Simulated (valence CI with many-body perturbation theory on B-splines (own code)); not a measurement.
**Pr³⁷⁺: E2, M1 decay**

Method: valence CI with perturbative core correlation (CI+MBPT): four valence electrons over a frozen Dirac-Fock core [Ar], radial functions for each j: 9 s, 9 p, 10 d, 8 f, 5 g, 3 h, 1 i, with the one-electron correlation potential Σ1 (screened to all orders), the two-electron term Σ2, the three-electron term Σ3, Breit, model QED; selected single and double excitations, second order for the rest (own B-spline code, finite nucleus).

The last digits are not significant, and no measured levels were compared; by estimate large intervals hold to a few tenths of a per cent, small ones and those within an open d or f shell to about a per cent. Only levels of the ground parity were solved; by the run's estimate the other parity begins above the list, which can be wrong where configurations are misplaced.

Lines 51 to 100 of 120 in falling wavelength, among levels below 137.00 eV, chosen from the decays that carry over 1 % of a level's rate. Wavelengths and rates use the calculated energies. Electric multipoles are in the length gauge, E1 and E2 with the static RPA response of the core. Weak lines are less certain than strong ones. Lines between different terms over intervals too small for the method are left out, as are lines whose strength nearly cancels. The highest levels of a list are the least certain.

Levels are named by their leading jj configuration (3d3/2^4 stands for four electrons in 3d with j = 3/2), which in mixed levels can hold well under half, so a name can repeat and another be missing. Letters in brackets count levels of one name in rising energy.

```
λ vac (Å)                      Upper                      Lower  Type   A (s⁻¹)  Branch %
    500.5      (3d3/2^2 3d5/2^2) J=6        (3d3/2^3 3d5/2) J=4    E2  1.18e+00       2.3
    499.9  (3d3/2^2 3d5/2^2) J=0 [a]        (3d3/2^3 3d5/2) J=1    M1  3.20e+05     100.0
    498.9    (3d3/2 3d5/2^3) J=3 [a]  (3d3/2^2 3d5/2^2) J=3 [a]    M1  1.13e+05      37.8
    488.5      (3d3/2^2 3d5/2^2) J=1        (3d3/2^3 3d5/2) J=2    M1  1.38e+05      94.5
    488.4        (3d3/2 3d5/2^3) J=5      (3d3/2^2 3d5/2^2) J=5    M1  4.09e+04      29.4
    483.5    (3d3/2 3d5/2^3) J=2 [a]  (3d3/2^2 3d5/2^2) J=2 [b]    M1  4.64e+04      16.8
    482.9    (3d3/2 3d5/2^3) J=2 [b]    (3d3/2 3d5/2^3) J=3 [a]    M1  2.93e+04      13.8
    481.6  (3d3/2^2 3d5/2^2) J=4 [b]        (3d3/2^3 3d5/2) J=3    M1  1.74e+04      78.0
    479.7    (3d3/2 3d5/2^3) J=3 [a]  (3d3/2^2 3d5/2^2) J=2 [a]    M1  1.49e+05      49.8
    477.2    (3d3/2 3d5/2^3) J=2 [a]  (3d3/2^2 3d5/2^2) J=3 [b]    M1  6.92e+04      25.0
    470.3        (3d3/2 3d5/2^3) J=6      (3d3/2^2 3d5/2^2) J=5    M1  6.76e+04      54.1
    467.6  (3d3/2^2 3d5/2^2) J=3 [b]        (3d3/2^3 3d5/2) J=3    M1  8.91e+03      10.5
    462.7    (3d3/2 3d5/2^3) J=3 [b]  (3d3/2^2 3d5/2^2) J=2 [b]    M1  3.40e+04      17.6
    461.8  (3d3/2^2 3d5/2^2) J=2 [b]        (3d3/2^3 3d5/2) J=3    M1  5.49e+02       1.7
    459.9  (3d3/2^2 3d5/2^2) J=4 [c]  (3d3/2^2 3d5/2^2) J=3 [a]    M1  5.11e+04      29.3
    457.0    (3d3/2 3d5/2^3) J=3 [b]  (3d3/2^2 3d5/2^2) J=3 [b]    M1  6.89e+04      35.6
    453.3    (3d3/2 3d5/2^3) J=3 [c]    (3d3/2 3d5/2^3) J=4 [a]    M1  4.13e+04      26.7
    447.7  (3d3/2^2 3d5/2^2) J=2 [a]        (3d3/2^3 3d5/2) J=1    M1  1.45e+05      78.1
    444.4    (3d3/2 3d5/2^3) J=3 [b]  (3d3/2^2 3d5/2^2) J=4 [b]    M1  2.51e+04      13.0
    441.0        (3d3/2 3d5/2^3) J=0      (3d3/2^2 3d5/2^2) J=1    M1  1.58e+05      83.9
    440.1  (3d3/2^2 3d5/2^2) J=4 [b]        (3d3/2^3 3d5/2) J=4    M1  8.41e+02       3.8
    435.9    (3d3/2 3d5/2^3) J=3 [c]  (3d3/2^2 3d5/2^2) J=2 [c]    M1  4.39e+04      28.4
    435.4    (3d3/2 3d5/2^3) J=4 [b]    (3d3/2 3d5/2^3) J=4 [a]    M1  8.83e+04      33.9
    428.9  (3d3/2^2 3d5/2^2) J=4 [c]  (3d3/2^2 3d5/2^2) J=4 [a]    M1  1.04e+05      59.4
    428.4  (3d3/2^2 3d5/2^2) J=3 [b]        (3d3/2^3 3d5/2) J=4    M1  7.02e+04      82.4
    427.8    (3d3/2 3d5/2^3) J=1 [b]  (3d3/2^2 3d5/2^2) J=2 [c]    M1  6.50e+04      25.1
    418.9    (3d3/2 3d5/2^3) J=1 [a]  (3d3/2^2 3d5/2^2) J=2 [a]    M1  1.36e+05      34.1
    417.2  (3d3/2^2 3d5/2^2) J=2 [d]  (3d3/2^2 3d5/2^2) J=3 [a]    M1  4.84e+02       1.4
    416.5  (3d3/2^2 3d5/2^2) J=3 [b]        (3d3/2^3 3d5/2) J=2    M1  4.28e+03       5.0
    411.8  (3d3/2^2 3d5/2^2) J=2 [b]        (3d3/2^3 3d5/2) J=2    M1  1.49e+04      46.2
    408.3    (3d3/2 3d5/2^3) J=2 [a]      (3d3/2^2 3d5/2^2) J=1    M1  4.89e+04      17.7
    407.1        (3d3/2 3d5/2^3) J=5  (3d3/2^2 3d5/2^2) J=4 [a]    M1  2.11e+04      15.1
    403.7  (3d3/2^2 3d5/2^2) J=2 [d]  (3d3/2^2 3d5/2^2) J=2 [a]    M1  1.09e+03       3.1
    387.2    (3d3/2 3d5/2^3) J=2 [b]  (3d3/2^2 3d5/2^2) J=2 [c]    M1  5.88e+04      27.7
    381.6    (3d3/2 3d5/2^3) J=1 [a]  (3d3/2^2 3d5/2^2) J=0 [a]    M1  1.50e+05      37.6
    349.3    (3d3/2 3d5/2^3) J=2 [a]  (3d3/2^2 3d5/2^2) J=3 [a]    M1  8.39e+04      30.3
    349.3  (3d3/2^2 3d5/2^2) J=2 [c]        (3d3/2^3 3d5/2) J=3    M1  1.69e+05      78.3
    338.8    (3d3/2 3d5/2^3) J=4 [a]        (3d3/2^3 3d5/2) J=3    M1  3.88e+04      25.1
    338.3    (3d3/2 3d5/2^3) J=3 [b]  (3d3/2^2 3d5/2^2) J=3 [a]    M1  2.17e+04      11.2
    329.5    (3d3/2 3d5/2^3) J=1 [b]  (3d3/2^2 3d5/2^2) J=2 [b]    M1  5.32e+03       2.1
    329.3    (3d3/2 3d5/2^3) J=3 [b]  (3d3/2^2 3d5/2^2) J=2 [a]    M1  5.02e+03       2.6
    324.6    (3d3/2 3d5/2^3) J=3 [c]  (3d3/2^2 3d5/2^2) J=4 [b]    M1  7.06e+03       4.6
    321.7  (3d3/2^2 3d5/2^2) J=2 [b]        (3d3/2^3 3d5/2) J=1    M1  1.20e+04      37.1
    321.6    (3d3/2 3d5/2^3) J=4 [b]  (3d3/2^2 3d5/2^2) J=3 [b]    M1  5.00e+04      19.2
    321.2    (3d3/2 3d5/2^3) J=3 [b]  (3d3/2^2 3d5/2^2) J=4 [a]    M1  2.92e+04      15.1
    319.9  (3d3/2^2 3d5/2^2) J=2 [c]        (3d3/2^3 3d5/2) J=2    M1  3.42e+04      15.8
    304.8    (3d3/2 3d5/2^3) J=2 [b]  (3d3/2^2 3d5/2^2) J=2 [b]    M1  8.29e+03       3.9
    302.3    (3d3/2 3d5/2^3) J=2 [b]  (3d3/2^2 3d5/2^2) J=3 [b]    M1  2.72e+04      12.8
    296.3    (3d3/2 3d5/2^3) J=3 [a]        (3d3/2^3 3d5/2) J=3    M1  5.84e+03       2.0
    292.7    (3d3/2 3d5/2^3) J=1 [b]      (3d3/2^2 3d5/2^2) J=1    M1  3.39e+04      13.1
```
